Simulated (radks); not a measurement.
Numerical settings for neutral nickel, [Ar] 3d8 4s2. Method: non-relativistic Kohn-Sham, r2SCAN, spin-polarised, spherical densities, point nucleus; open shells are filled with parallel spins first; meta-GGA in the generalised Kohn-Sham scheme; computed with a radial shooting solver on a logarithmic mesh with Libxc functionals. The defaults (mesh step 0.008 in ln r, mesh end at 40 bohr or more with all orbitals vanishing there, Anderson mixing 0.5 over 9 steps, residual threshold near 1e-9 with the energy settled to 1e-9 hartree or 1e-11 of itself, here a cap of 53 iterations) give E = -1508.215 hartree and 4s at -5.584 eV in 22 iterations. Times are rough (one thread of a shared host). Changes against that run (0 stands for a change within the tolerance of the run):

setting,iterations,converged,E (mhartree),e(4s) (meV),CPU (s)
mesh step in ln r 0.02,21,yes,+0.00305,+0.0113,0.14
mesh step in ln r 0.08,53,no,+88,-1.41e+04,0.22
mesh step in ln r 0.05,28,yes,-0.504,0,0.1
mesh end (bohr) 12,14,yes,+0.0124,+1.31,0.21
mesh end (bohr) 3,11,level above zero,+1.19e+03,+1.92e+04,0.14
residual threshold 1e-13,53,no,0,+0.00893,0.64
residual threshold 0.001,11,yes,0,+0.241,0.19
mixing 0.01,14,no,diverged,-,0.35
"linear mixing, mixing 0.05",53,no,+0.8,-176,0.69
"linear mixing, mixing 0.2",53,no,0,+0.125,0.65
mixing history 3,53,no,0,+0.00764,0.59
iteration cap 3,3,no,+1.08,+464,0.07

Settled on a wrong energy, with an occupied level pushed above zero by the early mesh end: mesh end (bohr) 3 (+1.19 hartree). Apart from these: no run marked as converged misses the energy by more than 1 mhartree. A mesh that ends early acts as a hard wall.
